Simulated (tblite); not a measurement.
H3Ga, singlet, at a GFN2-xTB geometry (such geometries of metal compounds can be far from the true shape); tblite with GFN1-xTB.

The tblite input:
```
$ tblite run mol.xyz --method gfn1 --charge 0 --spin 0 --efield 0,0,0.1 --json tblite.json --no-restart

# file mol.xyz
4

Ga     0.00000000    -0.00000000     0.00000000
H      0.66218224    -0.42756453     1.35383279
H     -0.30059287     1.51137788    -0.28202977
H     -0.36158937    -1.08381336    -1.07180302
```

It wrote (shortened):

```
xTB calculator
 | screened Coulomb repulsion
 | Coulomb electrostatics
 |  * isotropic Klopman-Ohno-Mataga-Nishimoto electrostatics
 |  * onsite third-order electrostatics
 | DFT-D3(BJ) dispersion correction
 | Interactions (1)
 | [1] electric field

halogen bonding energy    0.0000000000000E+00 Eh
repulsion energy          1.6149006861042E-02 Eh
dispersion energy        -4.0580162609220E-04 Eh
interaction energy        0.0000000000000E+00 Eh
number of electrons       6.0000000000000E+00 e
integral cutoff           4.0000000000000E+01 bohr

------------------------------------------------------------
  cycle        total energy    energy error   density error
------------------------------------------------------------
      1     -2.923269203013  -2.9390124E+00   2.0215177E-01
      2     -2.929284160161  -6.0149571E-03   1.0922738E-01
      3     -2.930376298578  -1.0921384E-03   2.9754954E-02
      4     -2.928007176716   2.3691219E-03   6.1485626E-02
      5     -2.930979391411  -2.9722147E-03   2.2622961E-03
      6     -2.930983453173  -4.0617616E-06   6.9118143E-04
      7     -2.930983838664  -3.8549147E-07   9.9423945E-05
      8     -2.930983848675  -1.0011013E-08   9.4254539E-06
------------------------------------------------------------

electronic energy        -2.9467270539103E+00 Eh
total energy             -2.9309838486754E+00 Eh

Post processing:
 | Mayer-Wiberg bond orders

[Info] JSON dump of results written to 'tblite.json'
```
